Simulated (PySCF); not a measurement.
Gas-phase reaction: SbCl₅ + H₂ ⇌ SbCl₃ + 2 HCl

Computed with PySCF (xtb for GFN2) and rigid-rotor harmonic-oscillator thermochemistry at 1 bar. † marks an energy on the PBE0/def2-TZVP geometry and frequencies; other levels use their own. CCSD(T) freezes the core. All species are closed-shell singlets. Sb: scalar-relativistic def2 core potential, no spin-orbit coupling. CCSD(T) isn't extrapolated to the basis-set limit. The harmonic model lacks anharmonicity and excited electronic states, which grow with temperature; levels with a mode under 35 cm⁻¹ are left out. Soft modes under 120 cm⁻¹ make the harmonic entropy rough for SbCl₅, SbCl₃.

ΔH° and ΔS° at 298 K: BLYP/def2-TZVP† -144 kJ, 177 J/K; CCSD(T)/def2-SVP† -124 kJ, 177 J/K; GFN2-xTB -65 kJ, 157 J/K.

Problem. With the heat capacities included, give log10 K (1 bar) at 800, 1000, 1400, 1600, 2000 K from BLYP/def2-TZVP†, CCSD(T)/def2-SVP†, GFN2-xTB.

Solution. 
```json
[
 {"T (K)": "800", "BLYP/def2-TZVP†": "18.3", "CCSD(T)/def2-SVP†": "17.0", "GFN2-xTB": "12.1"},
 {"T (K)": "1000", "BLYP/def2-TZVP†": "16.3", "CCSD(T)/def2-SVP†": "15.3", "GFN2-xTB": "11.1"},
 {"T (K)": "1400", "BLYP/def2-TZVP†": "13.9", "CCSD(T)/def2-SVP†": "13.2", "GFN2-xTB": "9.9"},
 {"T (K)": "1600", "BLYP/def2-TZVP†": "13.2", "CCSD(T)/def2-SVP†": "12.5", "GFN2-xTB": "9.5"},
 {"T (K)": "2000", "BLYP/def2-TZVP†": "12.1", "CCSD(T)/def2-SVP†": "11.6", "GFN2-xTB": "8.9"}
]
```
